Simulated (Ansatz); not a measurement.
Geometry optimisation, Ansatz 0.2.0, DFT PBE, scalar-relativistic, plane waves, PAW.

Input file:

```yaml
crystal:
  lattice:
    - [7.398, 0.0, 0.0]
    - [-3.699, 6.406856, 0.0]
    - [0.0, 0.0, 13.0]
  atoms:
    - { symbol: C, position: [0.0, 0.0, 0.0769231] }
    - { symbol: C, position: [0.2222222, 0.1111111, 0.0769231] }
    - { symbol: C, position: [0.0, 0.3333333, 0.0769231] }
    - { symbol: C, position: [0.2222222, 0.4444444, 0.0769231] }
    - { symbol: C, position: [0.0, 0.6666667, 0.0769231] }
    - { symbol: C, position: [0.2222222, 0.7777778, 0.0769231] }
    - { symbol: C, position: [0.3333333, 0.0, 0.0769231] }
    - { symbol: C, position: [0.5555556, 0.1111111, 0.0769231] }
    - { symbol: C, position: [0.3333333, 0.3333333, 0.0769231] }
    - { symbol: C, position: [0.5555556, 0.4444444, 0.0769231] }
    - { symbol: C, position: [0.3333333, 0.6666667, 0.0769231] }
    - { symbol: C, position: [0.5555556, 0.7777778, 0.0769231] }
    - { symbol: C, position: [0.6666667, 0.0, 0.0769231] }
    - { symbol: C, position: [0.8888889, 0.1111111, 0.0769231] }
    - { symbol: C, position: [0.6666667, 0.3333333, 0.0769231] }
    - { symbol: C, position: [0.8888889, 0.4444444, 0.0769231] }
    - { symbol: C, position: [0.6666667, 0.6666667, 0.0769231] }
    - { symbol: C, position: [0.8888889, 0.7777778, 0.0769231] }
    - { symbol: F, position: [0.3048285, 0.5102141, 0.1730769], spin: 1.0 }
magnetization:
  spin_polarized: true
basis:
  ecutwfc: 420.0
kpoints:
  mp_grid: { grid: [2, 2, 1] }
hamiltonian:
  xc: pbe
scf:
  occupations: { method: gaussian, width: 0.05 }
  lower_state_search: "off"
relax:
  f_tol: 0.03
  max_steps: 60
  adjacent_minimum: "off"
```

Command:

```bash
$ ansatz run input.yaml --threads 2 --pin off --max-ram 5120MiB --backend cpu --events-out ev --progress --plain --runs-dir out
```

Question: Where does it end, and by what steps?

Answer: The forces met the threshold. Limits of this set-up: coarse k mesh, slab without dipole correction, a typed lattice constant that wasn't relaxed here. After 6 steps the energy has fallen by 3.981 eV; F19 moved furthest, 0.84 Å. The start is strongly strained (largest force component 13 eV/Å).

| step | energy less start (eV) | largest force component (eV/Å) | accepted |
| --- | --- | --- | --- |
| 0 | 0.0000 | 12.585 | yes |
| 1 | -2.1137 | 7.319 | yes |
| 2 | -3.3278 | 2.816 | yes |
| 3 | -3.7691 | 0.647 | yes |
| 4 | -3.9514 | 0.428 | yes |
| 5 | -3.9798 | 0.067 | yes |
| 6 | -3.9806 | 0.017 | yes |

```xyz
19
Lattice="7.3980 0.0000 0.0000 -3.6990 6.4069 0.0000 0.0000 0.0000 13.0000" Properties=species:S:1:pos:R:3
C 0.019 0.019 0.952
C 1.252 0.738 0.937
C -1.224 2.151 1.006
C 0.019 2.870 1.333
C -2.449 4.295 0.952
C -1.210 5.003 0.937
C 2.486 0.023 0.894
C 3.718 0.734 0.889
C 1.263 2.152 1.006
C 2.481 2.868 0.937
C 0.019 4.306 1.006
C 1.249 5.003 0.937
C 4.951 0.023 0.894
C 6.184 0.738 0.937
C 3.718 2.157 0.894
C 4.955 2.867 0.937
C 2.488 4.295 0.951
C 3.718 5.005 0.946
F 0.020 2.871 2.907
```

Whether the end is a true minimum wasn't checked by a vibrational analysis.

Run time: 79 s on 2 threads of Arm Neoverse V2, on a shared host, peak memory 0.97 GiB.
